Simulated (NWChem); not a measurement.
Species: CBF2NO; SMILES FB(F)N=C=O

```xyz
6

B      0.0395    -0.9578     0.0000
F      0.9613    -1.9031     0.0000
F     -1.2362    -1.3165     0.0000
N      0.4290     0.4072     0.0000
C      0.0675     1.5622     0.0000
O     -0.1840     2.7063     0.0000
```
Atoms are numbered in this order, from 1.

Computed with NWChem. Structure relaxed at the B3LYP/6-31G* (spherical d) level. Atomic charges in e: unrestrained fits to the electrostatic potential beside Mulliken populations; buried atoms are poorly determined by the fit.

Question: What does the run give for B3LYP/def2-SVP? Quantities: ESP B1; Mulliken B1; ESP F2; Mulliken F2; ESP F3; Mulliken F3; ESP N4; Mulliken N4; ESP C5; Mulliken C5; relative RMS misfit of the potential (%).

Answer: The ESP B1 is 0.89, the Mulliken B1 comes out as 0.19 and the ESP F2 is -0.30. The Mulliken F2 is -0.08. The ESP F3 is -0.32 and the Mulliken F3 is -0.10. The ESP N4 is -0.61, the Mulliken N4 comes out as -0.04 and the ESP C5 is 0.70. The Mulliken C5 is 0.12 and the relative RMS misfit of the potential (%) comes out as 20.
